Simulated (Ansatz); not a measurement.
`[SiH3][O][Sn][Br]` + H₂O → `[OH][Sn][O][SiH3]` + HBr  (formal hydrolysis of the Sn–Br bond)

Computed with Ansatz on PBE0-D4/def2-TZVP structures; ΔE is electronic, products minus reactants. CCSD(T)/CBS adds triple-zeta CCSD(T) − MP2 to the extrapolated MP2 energy (def2 sets, frozen cores). This one scheme is used for every species. Functionals use def2-TZVPP. def2 core potentials past Kr. For Br, Sn outer-core shells are correlated without core-valence functions, which leaves a few kJ/mol of doubt a bond. Scalar relativity is left out up to krypton. One conformer a species, not always the lowest.

`[SiH3][O][Sn][Br]`:

Z-matrix (Å, degrees):
```
Si
O 1 1.642
H 1 1.487 2 111.0
H 1 1.487 2 108.2 3 119.4
H 1 1.487 2 111.0 3 -121.2
Sn 2 1.964 1 140.4 3 60.5
Br 6 2.536 2 97.5 1 -0.0
```

H₂O:

Z-matrix (Å, degrees):
```
O
H 1 0.960
H 1 0.960 2 105.1
```

`[OH][Sn][O][SiH3]`:

```xyz
8

O     1.640   -0.641   -1.713
Sn   -0.250   -0.980   -2.161
O    -1.050   -0.289   -0.477
Si   -0.642    0.377    0.952
H     1.811   -0.248   -0.851
H    -1.129   -0.463    2.079
H     0.843    0.503    1.090
H    -1.222    1.741    1.081
```

HBr:

Cartesian coordinates in Å:
```
Br -0.227 0.257 0.622
H 0.227 -0.257 -0.622
```

| level | ΔE (kcal/mol) |
| --- | --- |
| LC-ωPBE | 17.2 |
| CCSD/CBS(def2) | 20.0 |

What does CCSD(T)/CBS give? (An estimate is asked.)

Computed: +19.5 kcal/mol. The listed levels differ from it by -2.3, 0.5 kcal/mol.

Largest T1 diagnostic among the species: 0.016.

From r2SCAN to r2SCAN0 (25 % exact exchange), in def2-TZVPP and without D4, ΔE moves by +1.6 kcal/mol. In def2-TZVPP, CCSD(T) changes the Hartree–Fock value by −3.9 kcal/mol (the triples alone add −0.4 kcal/mol) and MP2 by −2.9 kcal/mol.

CCSD(T)/CBS has its own doubt, a few kJ/mol and more with outer-core shells, so smaller differences from it don't rank the levels.
